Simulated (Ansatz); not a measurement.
C4H10CdS, singlet, geometry from GFN2-xTB (such geometries of metal compounds can be far from the true shape) (core potentials on Cd); Ansatz (a first-principles code) with B3LYP/def2-TZVP.

Ansatz was given this input:
Ansatz 0.2 input:
```yaml
crystal:
  periodic: [false, false, false]
  atoms:
    - {symbol: Cd, position_ang: [0.57159925, -0.39910901, -0.37031366]}
    - {symbol: C, position_ang: [-0.64264376, 1.44879776, -0.16579170]}
    - {symbol: C, position_ang: [-2.08519322, 0.97532913, -0.32387824]}
    - {symbol: C, position_ang: [-0.40326596, 1.90394166, 1.27144701]}
    - {symbol: C, position_ang: [-0.33263573, 2.57406971, -1.14763072]}
    - {symbol: H, position_ang: [-2.78066841, 1.77983106, -0.06709164]}
    - {symbol: H, position_ang: [-2.29205551, 0.13161538, 0.34425908]}
    - {symbol: H, position_ang: [-2.29168705, 0.67097249, -1.35392164]}
    - {symbol: H, position_ang: [-0.57478978, 1.07973871, 1.97310325]}
    - {symbol: H, position_ang: [0.61640472, 2.27656538, 1.40443324]}
    - {symbol: H, position_ang: [-1.09172355, 2.71231809, 1.53488989]}
    - {symbol: H, position_ang: [0.69692635, 2.91732551, -1.04623576]}
    - {symbol: H, position_ang: [-0.49631675, 2.25852146, -2.17803908]}
    - {symbol: H, position_ang: [-0.99072586, 3.42623482, -0.94984752]}
    - {symbol: S, position_ang: [0.09783698, -2.27176255, 1.21920747]}
    - {symbol: H, position_ang: [0.98491221, -3.16051924, 0.80130812]}
basis:
  gaussian:
    orbitals: def2-TZVP
hamiltonian:
  xc: b3lyp
```

Output, abridged:

```
Functional definition: B3LYP
1829 factors; their error is unknown
mean field evaluation 1: about -19695.9141 eV, gradient 8.9e1 eV
mean field evaluation 2: about -19550.2788 eV, gradient 2.2e2 eV
mean field evaluation 4: about -19714.5435 eV, gradient 2.4e1 eV
mean field evaluation 8: about -19715.9730 eV, gradient 1.3e-1 eV
mean field evaluation 16: about -19716.0187 eV, gradient 7.5e-4 eV
mean field -19716.01874713 eV, -724.5503249594 hartree, gradient 6.2e-5 eV, S^2 0.000000; 0 other end points of the search recorded, 0 dependent functions left out
reference -19716.01907692 eV, -724.5503370790 hartree; 35, 35 occupied and 226, 226 virtual orbitals, 1829 factors
Total energy: -19716.01907692 eV, -724.5503370790 hartree
```
